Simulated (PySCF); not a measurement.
Isomers of C8H8OP2, mass 182.005 u with the commonest isotopes. The calculation used PBE0/pcSseg-1 in PySCF (dipole) on a GFN2-xTB geometry, gas phase. One conformer each, none proved a minimum here; rigid rotors.

Question: Order these by out-of-plane moment Σ m c² = (Ia + Ib − Ic)/2, largest first.
A. `[CH2:1]=[CH:2][c:3]1[cH:4][p:5][cH:6][p:7][c:8]1[C:9]([CH3:10])=[O:11]` with C1–C2–C3–C4 -48°, P7–C8–C9–C10 -24°
B. `[O:1]=[P@:2]1([PH2:3])[CH:4]=[CH:5][c:6]2[cH:7][cH:8][cH:9][cH:10][c:11]21` with O1–P2–P3–H -68° and -161°
C. `[CH2:1]=[CH:2][c:3]1[p:4][cH:5][p:6][cH:7][c:8]1[C:9]([CH3:10])=[O:11]` with C1–C2–C3–P4 -152°, C7–C8–C9–C10 -113°

Answer: B (113.42 u·Å²), C (52.28 u·Å²), A (12.19 u·Å²).

Question: Order these by rotational constant A, smallest first.
A. `[CH2:1]=[CH:2][c:3]1[cH:4][p:5][cH:6][p:7][c:8]1[C:9]([CH3:10])=[O:11]` with C1–C2–C3–C4 -48°, P7–C8–C9–C10 -24°
B. `[O:1]=[P@:2]1([PH2:3])[CH:4]=[CH:5][c:6]2[cH:7][cH:8][cH:9][cH:10][c:11]21` with O1–P2–P3–H -68° and -161°
C. `[CH2:1]=[CH:2][c:3]1[p:4][cH:5][p:6][cH:7][c:8]1[C:9]([CH3:10])=[O:11]` with C1–C2–C3–P4 -152°, C7–C8–C9–C10 -113°

Answer: A (1120 MHz), C (1252 MHz), B (1508 MHz).

Question: Order these by dipole moment, smallest first.
A. `[CH2:1]=[CH:2][c:3]1[cH:4][p:5][cH:6][p:7][c:8]1[C:9]([CH3:10])=[O:11]` with C1–C2–C3–C4 -48°, P7–C8–C9–C10 -24°
B. `[O:1]=[P@:2]1([PH2:3])[CH:4]=[CH:5][c:6]2[cH:7][cH:8][cH:9][cH:10][c:11]21` with O1–P2–P3–H -68° and -161°
C. `[CH2:1]=[CH:2][c:3]1[p:4][cH:5][p:6][cH:7][c:8]1[C:9]([CH3:10])=[O:11]` with C1–C2–C3–P4 -152°, C7–C8–C9–C10 -113°

Answer: A (1.45 D), C (2.39 D), B (4.69 D).

```
                SMILES  point group  Ia (u·Å²)  Ib (u·Å²)  Ic (u·Å²)      κ  μa (D)  μb (D)  μc (D)
     C=Cc1cpcpc1C(C)=O           C1     451.13     626.32    1053.06   0.02    0.97    0.67    0.86
O=[P@]1(P)C=Cc2ccccc21           C1     335.11     766.63     874.89  -0.82    2.68    1.44    3.57
     C=Cc1pcpcc1C(C)=O           C1     403.80     694.20     993.44  -0.41    0.25    1.47    1.87
```
